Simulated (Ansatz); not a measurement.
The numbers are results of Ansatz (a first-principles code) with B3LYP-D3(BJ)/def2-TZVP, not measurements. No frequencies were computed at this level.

Ansatz 0.2 input:
```yaml
crystal:
  periodic: [false, false, false]
  atoms:
    - { symbol: C, position_ang: [-1.784051, -0.682632, -0.295393] }
    - { symbol: Si, position_ang: [0.106214, -0.988874, -0.073575] }
    - { symbol: Si, position_ang: [1.030762, 0.990883, 0.417542] }
    - { symbol: O, position_ang: [2.592581, 0.587825, 0.245083] }
    - { symbol: H, position_ang: [-2.265595, -0.294562, 0.598501] }
    - { symbol: H, position_ang: [-1.99197, 0.006176, -1.11109] }
    - { symbol: H, position_ang: [-2.272437, -1.621873, -0.539234] }
    - { symbol: H, position_ang: [0.094981, -1.595707, 1.308205] }
    - { symbol: H, position_ang: [1.158268, 2.46842, 0.661009] }
    - { symbol: H, position_ang: [3.331251, 1.130345, 0.507736] }
basis:
  gaussian: { orbitals: def2-tzvp }
hamiltonian:
  xc: b3lyp
  dispersion: d3bj
relax:
  max_steps: 150
```

Output:

```
Functional definition: B3LYP
1117 factors; their error is unknown
mean field evaluation 1: about -18926.7609 eV, gradient 7.8e1 eV
mean field evaluation 2: about -18898.4280 eV, gradient 1.3e2 eV
mean field evaluation 4: about -18938.6969 eV, gradient 1.0e1 eV
mean field evaluation 8: about -18938.9429 eV, gradient 3.2e-1 eV
mean field evaluation 16: about -18938.9906 eV, gradient 2.0e-4 eV
mean field -18938.99061742 eV, -695.9950678812 hartree, gradient 4.6e-5 eV, S^2 0.000000; 0 other end points of the search recorded, 0 dependent functions left out
reference -18938.99089812 eV, -695.9950781969 hartree; 24, 24 occupied and 148, 148 virtual orbitals, 1117 factors
relax step   1: F+E_penalty+E_count = -18939.41775956 eV  Δ(F+E_penalty+E_count) = +0.000e0 eV  max|allowed force component| = 1.343e0 eV/Å  Δτ_max = 0.0000 Å  (29 SCF iters, accepted)
these checks for a lower state are left out or cut short: starts, cluster_reference, orbital_swaps, neighbouring_geometries, increment
1117 factors; their error is unknown
mean field -18939.34722682 eV, -696.0081730352 hartree, gradient 2.0e-5 eV, S^2 0.000000; 0 other end points of the search recorded, 0 dependent functions left out
reference -18939.34750359 eV, -696.0081832060 hartree; 24, 24 occupied and 148, 148 virtual orbitals, 1117 factors
relax step   2: F+E_penalty+E_count = -18939.76510587 eV  Δ(F+E_penalty+E_count) = -3.473e-1 eV  max|allowed force component| = 7.221e-1 eV/Å  Δτ_max = 0.1946 Å  (38 SCF iters, accepted)
these checks for a lower state are left out or cut short: starts, cluster_reference, orbital_swaps, neighbouring_geometries, increment
1117 factors; their error is unknown
mean field evaluation 32: about -18939.4788 eV, gradient 3.3e-3 eV
mean field -18939.47882128 eV, -696.0130090421 hartree, gradient 1.7e-5 eV, S^2 0.000000; 0 other end points of the search recorded, 0 dependent functions left out
reference -18939.47909710 eV, -696.0130191786 hartree; 24, 24 occupied and 148, 148 virtual orbitals, 1117 factors
relax step   3: F+E_penalty+E_count = -18939.89463942 eV  Δ(F+E_penalty+E_count) = -1.295e-1 eV  max|allowed force component| = 6.847e-1 eV/Å  Δτ_max = 0.1939 Å  (38 SCF iters, accepted)
these checks for a lower state are left out or cut short: starts, cluster_reference, orbital_swaps, neighbouring_geometries, increment
1117 factors; their error is unknown
mean field -18939.59903213 eV, -696.0174267094 hartree, gradient 1.2e-5 eV, S^2 0.000000; 0 other end points of the search recorded, 0 dependent functions left out
reference -18939.59930958 eV, -696.0174369055 hartree; 24, 24 occupied and 148, 148 virtual orbitals, 1117 factors
relax step   4: F+E_penalty+E_count = -18940.01576892 eV  Δ(F+E_penalty+E_count) = -1.211e-1 eV  max|allowed force component| = 4.542e-1 eV/Å  Δτ_max = 0.1948 Å  (32 SCF iters, accepted)
these checks for a lower state are left out or cut short: starts, cluster_reference, orbital_swaps, neighbouring_geometries, increment
1117 factors; their error is unknown
mean field -18939.71194251 eV, -696.0215760894 hartree, gradient 1.8e-5 eV, S^2 0.000000; 0 other end points of the search recorded, 0 dependent functions left out
reference -18939.71221999 eV, -696.0215862866 hartree; 24, 24 occupied and 148, 148 virtual orbitals, 1117 factors
relax step   5: F+E_penalty+E_count = -18940.12846071 eV  Δ(F+E_penalty+E_count) = -1.127e-1 eV  max|allowed force component| = 4.840e-1 eV/Å  Δτ_max = 0.1919 Å  (33 SCF iters, accepted)
these checks for a lower state are left out or cut short: starts, cluster_reference, orbital_swaps, neighbouring_geometries, increment
1117 factors; their error is unknown
mean field -18939.77805585 eV, -696.0240057098 hartree, gradient 8.0e-6 eV, S^2 0.000000; 0 other end points of the search recorded, 0 dependent functions left out
reference -18939.77833362 eV, -696.0240159177 hartree; 24, 24 occupied and 148, 148 virtual orbitals, 1117 factors
relax step   6: F+E_penalty+E_count = -18940.19604054 eV  Δ(F+E_penalty+E_count) = -6.758e-2 eV  max|allowed force component| = 2.047e-1 eV/Å  Δτ_max = 0.2000 Å  (32 SCF iters, accepted)
these checks for a lower state are left out or cut short: starts, cluster_reference, orbital_swaps, neighbouring_geometries, increment
1117 factors; their error is unknown
mean field -18939.80051925 eV, -696.0248312245 hartree, gradient 1.7e-5 eV, S^2 0.000000; 0 other end points of the search recorded, 0 dependent functions left out
reference -18939.80079822 eV, -696.0248414764 hartree; 24, 24 occupied and 148, 148 virtual orbitals, 1117 factors
relax step   7: F+E_penalty+E_count = -18940.21703890 eV  Δ(F+E_penalty+E_count) = -2.100e-2 eV  max|allowed force component| = 1.824e-1 eV/Å  Δτ_max = 0.2000 Å  (37 SCF iters, accepted)
these checks for a lower state are left out or cut short: starts, cluster_reference, orbital_swaps, neighbouring_geometries, increment
1117 factors; their error is unknown
mean field evaluation 64: about -18939.6380 eV, gradient 6.7e0 eV
mean field -18939.80897891 eV, -696.0251421115 hartree, gradient 1.1e-5 eV, S^2 0.000000; 0 other end points of the search recorded, 0 dependent functions left out
reference -18939.80925636 eV, -696.0251523074 hartree; 24, 24 occupied and 148, 148 virtual orbitals, 1117 factors
relax step   8: F+E_penalty+E_count = -18940.22785133 eV  Δ(F+E_penalty+E_count) = -1.081e-2 eV  max|allowed force component| = 1.082e-1 eV/Å  Δτ_max = 0.1453 Å  (32 SCF iters, accepted)
these checks for a lower state are left out or cut short: starts, cluster_reference, orbital_swaps, neighbouring_geometries, increment
1117 factors; their error is unknown
mean field -18939.81450261 eV, -696.0253451037 hartree, gradient 1.1e-5 eV, S^2 0.000000; 0 other end points of the search recorded, 0 dependent functions left out
reference -18939.81478177 eV, -696.0253553625 hartree; 24, 24 occupied and 148, 148 virtual orbitals, 1117 factors
relax step   9: F+E_penalty+E_count = -18940.23144056 eV  Δ(F+E_penalty+E_count) = -3.589e-3 eV  max|allowed force component| = 1.167e-1 eV/Å  Δτ_max = 0.0772 Å  (32 SCF iters, accepted)
these checks for a lower state are left out or cut short: starts, cluster_reference, orbital_swaps, neighbouring_geometries, increment
1117 factors; their error is unknown
mean field -18939.81521745 eV, -696.0253713735 hartree, gradient 2.2e-5 eV, S^2 0.000000; 0 other end points of the search recorded, 0 dependent functions left out
reference -18939.81549580 eV, -696.0253816026 hartree; 24, 24 occupied and 148, 148 virtual orbitals, 1117 factors
relax step  10: F+E_penalty+E_count = -18940.23392405 eV  Δ(F+E_penalty+E_count) = -2.483e-3 eV  max|allowed force component| = 5.645e-2 eV/Å  Δτ_max = 0.0466 Å  (32 SCF iters, accepted)
these checks for a lower state are left out or cut short: starts, cluster_reference, orbital_swaps, neighbouring_geometries, increment
1117 factors; their error is unknown
mean field -18939.81670461 eV, -696.0254260255 hartree, gradient 1.8e-5 eV, S^2 0.000000; 0 other end points of the search recorded, 0 dependent functions left out
reference -18939.81698316 eV, -696.0254362620 hartree; 24, 24 occupied and 148, 148 virtual orbitals, 1117 factors
relax step  11: F+E_penalty+E_count = -18940.23493137 eV  Δ(F+E_penalty+E_count) = -1.007e-3 eV  max|allowed force component| = 1.556e-2 eV/Å  Δτ_max = 0.0149 Å  (33 SCF iters, accepted)
these checks for a lower state are left out or cut short: starts, cluster_reference, orbital_swaps, neighbouring_geometries, increment
1117 factors; their error is unknown
mean field evaluation 96: about -18939.8167 eV, gradient 3.3e-3 eV
mean field -18939.81672496 eV, -696.0254267733 hartree, gradient 1.9e-5 eV, S^2 0.000000; 0 other end points of the search recorded, 0 dependent functions left out
reference -18939.81700352 eV, -696.0254370104 hartree; 24, 24 occupied and 148, 148 virtual orbitals, 1117 factors
relax step  12: F+E_penalty+E_count = -18940.23497223 eV  Δ(F+E_penalty+E_count) = -4.085e-5 eV  max|allowed force component| = 7.335e-3 eV/Å  Δτ_max = 0.0042 Å  (34 SCF iters, accepted)
1117 factors; their error is unknown
mean field -18939.81672496 eV, -696.0254267733 hartree, gradient 5.7e-5 eV, S^2 0.000000; 1 other end points of the search recorded, 0 dependent functions left out
reference -18939.81700352 eV, -696.0254370104 hartree; 24, 24 occupied and 148, 148 virtual orbitals, 1117 factors
Total energy: -18940.23525079 eV, -696.0408073140 hartree
Atom 0 at    -1.857847    -0.596898    -0.187174 Å, force     0.002244     0.000280    -0.000173 eV/Å
Atom 1 at     0.000458    -0.900933     0.010664 Å, force    -0.001055     0.005571     0.001444 eV/Å
Atom 2 at     1.168977     0.906727     0.490142 Å, force    -0.007335    -0.005103    -0.001044 eV/Å
Atom 3 at     2.734214     0.805871     1.005017 Å, force     0.002603    -0.000481     0.000557 eV/Å
Atom 4 at    -2.380634    -0.611711     0.769257 Å, force    -0.000405    -0.000450    -0.000009 eV/Å
Atom 5 at    -2.044000     0.361641    -0.673442 Å, force     0.002667    -0.000445     0.000864 eV/Å
Atom 6 at    -2.285205    -1.377893    -0.819864 Å, force    -0.001740    -0.000035    -0.000493 eV/Å
Atom 7 at     0.247219    -2.019556     0.961372 Å, force     0.002133     0.001275    -0.000626 eV/Å
Atom 8 at     1.017498     2.093889    -0.397722 Å, force    -0.000383    -0.001160    -0.001151 eV/Å
Atom 9 at     3.399324     1.338864     0.560535 Å, force     0.001270     0.000547     0.000631 eV/Å
Dipole moment:     0.014638     0.255846    -0.168652 e Å
```

Cost: roughly 40 core-seconds.
